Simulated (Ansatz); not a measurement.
Ansatz (a quantum-chemistry and plane-wave program) input for C2H3Cl2FSi, SMILES F/C(=C/Cl)[SiH2]Cl, PBE-D3(BJ)/def2-SVP. 

Ansatz 0.2 input:
```yaml
crystal:
  periodic: [false, false, false]
  atoms:
    - {symbol: F, position_ang: [0.43500018, 2.11465606, -1.04603111]}
    - {symbol: C, position_ang: [0.53638284, 0.96409930, -0.34185068]}
    - {symbol: C, position_ang: [1.65822856, 0.24710621, -0.48979104]}
    - {symbol: Cl, position_ang: [1.90171216, -1.25841171, 0.33042477]}
    - {symbol: Si, position_ang: [-0.95535795, 0.54864933, 0.74103947]}
    - {symbol: Cl, position_ang: [-2.13281069, -0.88014283, -0.19922266]}
    - {symbol: H, position_ang: [2.47545090, 0.56545873, -1.14188495]}
    - {symbol: H, position_ang: [-0.51282766, 0.01314480, 2.04903294]}
    - {symbol: H, position_ang: [-1.74160670, 1.79659564, 0.89199377]}
basis:
  gaussian:
    orbitals: def2-SVP
hamiltonian:
  xc: pbe
  dispersion: d3bj
relax: {f_tol: 0.002, max_steps: 200}
```

Program output:

```
WARN ansatz: RAYON_NUM_THREADS=2 ignored (pool sized by the plan → 2); use --threads N
Functional definition: PBE
integrals: 0.06 GiB planned
1224 factors; their error is unknown
mean field: 0.32 GiB planned
mean field evaluation 1: about -37724.5403 eV, gradient 4.3e1 eV
mean field evaluation 2: about -37715.8739 eV, gradient 6.9e1 eV
mean field evaluation 4: about -37729.1607 eV, gradient 1.0e1 eV
mean field evaluation 8: about -37729.3942 eV, gradient 1.8e-1 eV
mean field evaluation 16: about -37729.3060 eV, gradient 3.7e-4 eV
mean field -37729.30599853 eV, -1386.5264216038 hartree, gradient 3.3e-5 eV, S^2 0.000000; 0 other end points of the search recorded, 0 dependent functions left out
the calculation of the forces begins
reference -37729.30602997 eV, -1386.5264227592 hartree; 36, 36 occupied and 75, 75 virtual orbitals, 1224 factors
relax step   1: F+E_penalty+E_count = -37729.57060420 eV  Δ(F+E_penalty+E_count) = +0.000e0 eV  max|allowed force component| = 5.037e-1 eV/Å  Δτ_max = 0.0000 Å  (28 SCF iters, accepted)
these checks for a lower state are left out or cut short: starts, cluster_reference, orbital_swaps, neighbouring_geometries, increment
integrals: 0.06 GiB planned
1224 factors; their error is unknown
mean field: 0.32 GiB planned
mean field -37729.31698957 eV, -1386.5268255172 hartree, gradient 8.7e-6 eV, S^2 0.000000; 0 other end points of the search recorded, 0 dependent functions left out
the calculation of the forces begins
reference -37729.31702108 eV, -1386.5268266750 hartree; 36, 36 occupied and 75, 75 virtual orbitals, 1224 factors
relax step   2: F+E_penalty+E_count = -37729.58059435 eV  Δ(F+E_penalty+E_count) = -9.990e-3 eV  max|allowed force component| = 1.650e-1 eV/Å  Δτ_max = 0.0139 Å  (32 SCF iters, accepted)
these checks for a lower state are left out or cut short: starts, cluster_reference, orbital_swaps, neighbouring_geometries, increment
integrals: 0.06 GiB planned
1224 factors; their error is unknown
mean field: 0.32 GiB planned
mean field evaluation 32: about -37729.3179 eV, gradient 8.9e-6 eV
mean field -37729.31786323 eV, -1386.5268576236 hartree, gradient 8.9e-6 eV, S^2 0.000000; 0 other end points of the search recorded, 0 dependent functions left out
the calculation of the forces begins
reference -37729.31789477 eV, -1386.5268587825 hartree; 36, 36 occupied and 75, 75 virtual orbitals, 1224 factors
relax step   3: F+E_penalty+E_count = -37729.58134285 eV  Δ(F+E_penalty+E_count) = -7.485e-4 eV  max|allowed force component| = 2.314e-2 eV/Å  Δτ_max = 0.0108 Å  (32 SCF iters, accepted)
these checks for a lower state are left out or cut short: starts, cluster_reference, orbital_swaps, neighbouring_geometries, increment
integrals: 0.06 GiB planned
1224 factors; their error is unknown
mean field: 0.32 GiB planned
mean field -37729.31797957 eV, -1386.5268618989 hartree, gradient 9.0e-6 eV, S^2 0.000000; 0 other end points of the search recorded, 0 dependent functions left out
the calculation of the forces begins
reference -37729.31801110 eV, -1386.5268630578 hartree; 36, 36 occupied and 75, 75 virtual orbitals, 1224 factors
relax step   4: F+E_penalty+E_count = -37729.58141160 eV  Δ(F+E_penalty+E_count) = -6.875e-5 eV  max|allowed force component| = 1.205e-2 eV/Å  Δτ_max = 0.0050 Å  (32 SCF iters, accepted)
these checks for a lower state are left out or cut short: starts, cluster_reference, orbital_swaps, neighbouring_geometries, increment
integrals: 0.06 GiB planned
1224 factors; their error is unknown
mean field: 0.32 GiB planned
mean field -37729.31795179 eV, -1386.5268608782 hartree, gradient 1.3e-5 eV, S^2 0.000000; 0 other end points of the search recorded, 0 dependent functions left out
the calculation of the forces begins
reference -37729.31798332 eV, -1386.5268620368 hartree; 36, 36 occupied and 75, 75 virtual orbitals, 1224 factors
relax step   5: F+E_penalty+E_count = -37729.58146265 eV  Δ(F+E_penalty+E_count) = -5.105e-5 eV  max|allowed force component| = 7.622e-3 eV/Å  Δτ_max = 0.0038 Å  (23 SCF iters, accepted)
these checks for a lower state are left out or cut short: starts, cluster_reference, orbital_swaps, neighbouring_geometries, increment
integrals: 0.06 GiB planned
1224 factors; their error is unknown
mean field: 0.32 GiB planned
mean field -37729.31801128 eV, -1386.5268630643 hartree, gradient 9.4e-6 eV, S^2 0.000000; 0 other end points of the search recorded, 0 dependent functions left out
the calculation of the forces begins
reference -37729.31804281 eV, -1386.5268642229 hartree; 36, 36 occupied and 75, 75 virtual orbitals, 1224 factors
relax step   6: F+E_penalty+E_count = -37729.58147168 eV  Δ(F+E_penalty+E_count) = -9.035e-6 eV  max|allowed force component| = 4.232e-3 eV/Å  Δτ_max = 0.0023 Å  (23 SCF iters, accepted)
these checks for a lower state are left out or cut short: starts, cluster_reference, orbital_swaps, neighbouring_geometries, increment
integrals: 0.06 GiB planned
1224 factors; their error is unknown
mean field: 0.32 GiB planned
mean field -37729.31814411 eV, -1386.5268679456 hartree, gradient 2.4e-5 eV, S^2 0.000000; 0 other end points of the search recorded, 0 dependent functions left out
the calculation of the forces begins
reference -37729.31817564 eV, -1386.5268691044 hartree; 36, 36 occupied and 75, 75 virtual orbitals, 1224 factors
relax step   7: F+E_penalty+E_count = -37729.58148170 eV  Δ(F+E_penalty+E_count) = -1.002e-5 eV  max|allowed force component| = 2.077e-3 eV/Å  Δτ_max = 0.0047 Å  (22 SCF iters, accepted)
these checks for a lower state are left out or cut short: starts, cluster_reference, orbital_swaps, neighbouring_geometries, increment
integrals: 0.06 GiB planned
1224 factors; their error is unknown
mean field: 0.32 GiB planned
mean field evaluation 64: about -37729.3184 eV, gradient 8.9e-6 eV
mean field -37729.31835100 eV, -1386.5268755488 hartree, gradient 8.9e-6 eV, S^2 0.000000; 0 other end points of the search recorded, 0 dependent functions left out
the calculation of the forces begins
reference -37729.31838254 eV, -1386.5268767080 hartree; 36, 36 occupied and 75, 75 virtual orbitals, 1224 factors
relax step   8: F+E_penalty+E_count = -37729.58149062 eV  Δ(F+E_penalty+E_count) = -8.920e-6 eV  max|allowed force component| = 3.124e-3 eV/Å  Δτ_max = 0.0097 Å  (31 SCF iters, accepted)
these checks for a lower state are left out or cut short: starts, cluster_reference, orbital_swaps, neighbouring_geometries, increment
integrals: 0.06 GiB planned
1224 factors; their error is unknown
mean field: 0.32 GiB planned
mean field -37729.31847205 eV, -1386.5268799974 hartree, gradient 9.0e-6 eV, S^2 0.000000; 0 other end points of the search recorded, 0 dependent functions left out
the calculation of the forces begins
reference -37729.31850360 eV, -1386.5268811566 hartree; 36, 36 occupied and 75, 75 virtual orbitals, 1224 factors
relax step   9: F+E_penalty+E_count = -37729.58149384 eV  Δ(F+E_penalty+E_count) = -3.214e-6 eV  max|allowed force component| = 3.024e-3 eV/Å  Δτ_max = 0.0068 Å  (32 SCF iters, accepted)
these checks for a lower state are left out or cut short: starts, cluster_reference, orbital_swaps, neighbouring_geometries, increment
integrals: 0.06 GiB planned
1224 factors; their error is unknown
mean field: 0.32 GiB planned
mean field -37729.31844529 eV, -1386.5268790139 hartree, gradient 5.7e-5 eV, S^2 0.000000; 0 other end points of the search recorded, 0 dependent functions left out
the calculation of the forces begins
reference -37729.31847684 eV, -1386.5268801731 hartree; 36, 36 occupied and 75, 75 virtual orbitals, 1224 factors
relax step  10: F+E_penalty+E_count = -37729.58149657 eV  Δ(F+E_penalty+E_count) = -2.733e-6 eV  max|allowed force component| = 2.506e-3 eV/Å  Δτ_max = 0.0008 Å  (20 SCF iters, accepted)
these checks for a lower state are left out or cut short: starts, cluster_reference, orbital_swaps, neighbouring_geometries, increment
integrals: 0.06 GiB planned
1224 factors; their error is unknown
mean field: 0.32 GiB planned
mean field -37729.31843568 eV, -1386.5268786605 hartree, gradient 6.5e-5 eV, S^2 0.000000; 0 other end points of the search recorded, 0 dependent functions left out
the calculation of the forces begins
reference -37729.31846722 eV, -1386.5268798198 hartree; 36, 36 occupied and 75, 75 virtual orbitals, 1224 factors
relax step  11: F+E_penalty+E_count = -37729.58149745 eV  Δ(F+E_penalty+E_count) = -8.770e-7 eV  max|allowed force component| = 2.758e-3 eV/Å  Δτ_max = 0.0007 Å  (20 SCF iters, accepted)
these checks for a lower state are left out or cut short: starts, cluster_reference, orbital_swaps, neighbouring_geometries, increment
integrals: 0.06 GiB planned
1224 factors; their error is unknown
mean field: 0.32 GiB planned
mean field -37729.31843453 eV, -1386.5268786183 hartree, gradient 2.6e-5 eV, S^2 0.000000; 0 other end points of the search recorded, 0 dependent functions left out
the calculation of the forces begins
reference -37729.31846607 eV, -1386.5268797776 hartree; 36, 36 occupied and 75, 75 virtual orbitals, 1224 factors
relax step  12: F+E_penalty+E_count = -37729.58149775 eV  Δ(F+E_penalty+E_count) = -3.008e-7 eV  max|allowed force component| = 6.259e-4 eV/Å  Δτ_max = 0.0003 Å  (20 SCF iters, accepted)
integrals: 0.06 GiB planned
1224 factors; their error is unknown
mean field: 0.32 GiB planned
mean field evaluation 96: about -37729.3184 eV, gradient 1.8e-1 eV
mean field -37729.31843453 eV, -1386.5268786183 hartree, gradient 2.6e-5 eV, S^2 0.000000; 1 other end points of the search recorded, 0 dependent functions left out
the calculation of the forces begins
reference -37729.31846607 eV, -1386.5268797776 hartree; 36, 36 occupied and 75, 75 virtual orbitals, 1224 factors
Total energy: -37729.58152929 eV, -1386.5365471727 hartree
Atom 0 at     0.424263     2.109948    -1.070642 Å, force    -0.000006    -0.000478     0.000300 eV/Å
Atom 1 at     0.532252     0.963890    -0.352164 Å, force     0.000037     0.000626    -0.000458 eV/Å
Atom 2 at     1.669915     0.246549    -0.486376 Å, force     0.000387    -0.000143    -0.000100 eV/Å
Atom 3 at     1.917521    -1.246555     0.348234 Å, force     0.000002    -0.000026     0.000062 eV/Å
Atom 4 at    -0.959505     0.541928     0.738174 Å, force    -0.000361     0.000292     0.000004 eV/Å
Atom 5 at    -2.167223    -0.867229    -0.203975 Å, force    -0.000037    -0.000006    -0.000002 eV/Å
Atom 6 at     2.495137     0.568625    -1.141348 Å, force    -0.000207     0.000027     0.000100 eV/Å
Atom 7 at    -0.508705    -0.014298     2.051577 Å, force     0.000062    -0.000080     0.000078 eV/Å
Atom 8 at    -1.739484     1.808297     0.910230 Å, force     0.000123    -0.000212     0.000016 eV/Å
Dipole moment:     0.211087     0.098019     0.108165 e Å
```

The run converged.

Cost: very roughly 30 core-seconds.
